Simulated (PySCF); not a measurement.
diindium oxide (In2O), SMILES [In][O][In] (connectivity only; charge and spin as stated), neutral, multiplicity 1.

The structure is a stationary point at B3LYP-D3(BJ)/def2-TZVP. The def2 effective core potentials stand for the cores of In; spin–orbit coupling is left out.

These are TDA-PBE/def2-SVPD run with PySCF values and carry that method's errors.

Vertical excitations; the highest root listed may be one member of a degenerate set. Gas-phase values at a fixed geometry. State labels are in the subgroup D2h.

| state | symmetry | energy (eV) | λ (nm) | f | main pairs |
|---|---|---|---|---|---|
| S1 | B3u | 3.58 | 347 | 0.102 | HOMO→LUMO (degenerate set) |
| S2 | B2u | 3.58 | 347 | 0.102 | HOMO→LUMO+1 (degenerate set) |
| S3 | B2g | 3.82 | 325 | 0.000 | HOMO→LUMO+3 (degenerate set) |
| S4 | B3g | 3.82 | 325 | 0.000 | HOMO→LUMO+2 (degenerate set) |
| S5 | Au | 4.28 | 290 | 0.000 | HOMO−2→LUMO 50 %, HOMO−1→LUMO+1 50 % |
| S6 | B1u | 4.28 | 290 | 0.000 | HOMO−2→LUMO+1, HOMO−1→LUMO (degenerate set) |
| S7 | Au | 4.28 | 290 | 0.000 | HOMO−1→LUMO+1, HOMO−2→LUMO (degenerate set) |
| S8 | B1g | 4.59 | 270 | 0.000 | HOMO−2→LUMO+3 50 %, HOMO−1→LUMO+2 50 % |
| S9 | B1u | 4.62 | 268 | 0.012 | HOMO−1→LUMO 36 %, HOMO−2→LUMO+1 36 %, HOMO→LUMO+4 26 % |
| S10 | B1g | 4.75 | 261 | 0.000 | HOMO−1→LUMO+2 50 %, HOMO−2→LUMO+3 50 % |
| T1 | B3u | 2.97 | 417 | 0 | HOMO→LUMO (degenerate set) |
| T2 | B2u | 2.97 | 417 | 0 | HOMO→LUMO+1 (degenerate set) |
| T3 | B2g | 3.26 | 381 | 0 | HOMO→LUMO+3 (degenerate set) |
| T4 | B3g | 3.26 | 381 | 0 | HOMO→LUMO+2 (degenerate set) |
Triplets are in the Tamm–Dancoff approximation.
